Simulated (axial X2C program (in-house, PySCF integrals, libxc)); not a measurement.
**Spin–orbit effects down a group: molecules with Sn, PBE0**

Calculated with an axial X2C code built on PySCF integrals, spin-free (one-electron X2C) or two-component (2c: spin–orbit coupling with atomic mean-field Coulomb and Gaunt terms, which also bring small scalar terms), in Dyall basis sets with cores contracted in-house; open shells are unrestricted.

Basis sets: Be dyall-cv3z, Ca dyall-cv3z, Mg dyall-cv3z, Sn dyall-cv3z, Sr dyall-cv3z.

| molecule | spin-free state | Re (Å) | ωe (cm⁻¹) | De (eV) | 2c state | Re 2c (Å) | ωe 2c (cm⁻¹) | De 2c (eV) |
| --- | --- | --- | --- | --- | --- | --- | --- | --- |
| BeSn | M_S = 1, Λ = 0 | 2.347 | 448.8 | 1.29 | Ω = 1 | 2.353 | 442.3 | n/a |
| MgSn | M_S = 1, Λ = 0 | 2.765 | 221.4 | 0.94 | Ω = 1 | 2.770 | 218.9 | n/a |
| CaSn | M_S = 1, Λ = 0 | 3.002 | 185.4 | 1.41 | Ω = 1 | 3.004 | 184.3 | n/a |
| SrSn | M_S = 1, Λ = 0 | 3.154 | 135.7 | 1.41 | Ω = 1 | 3.156 | 135.0 | n/a |

Each entry is the lowest single determinant of a limited PBE0 search at one distance. De goes to single-determinant-based atoms at the same level (for ions the charge split of lowest energy) and is withheld (n/a) where an atom does not fit its ground term or J level. Main or longest-lived isotopes. One determinant is a doubtful description, or other states lie close, for BeSn, MgSn, CaSn, SrSn; these need not be ground states, and all values refer to the states named. Some open-shell Ω = 0 determinants are out of reach, so the Ω given for BeSn, MgSn, CaSn, SrSn need not be the lowest component. With several unpaired electrons the Ω given is that of one determinant, not necessarily of the lowest component. The functionals have no current term, which raises determinants with orbital currents.
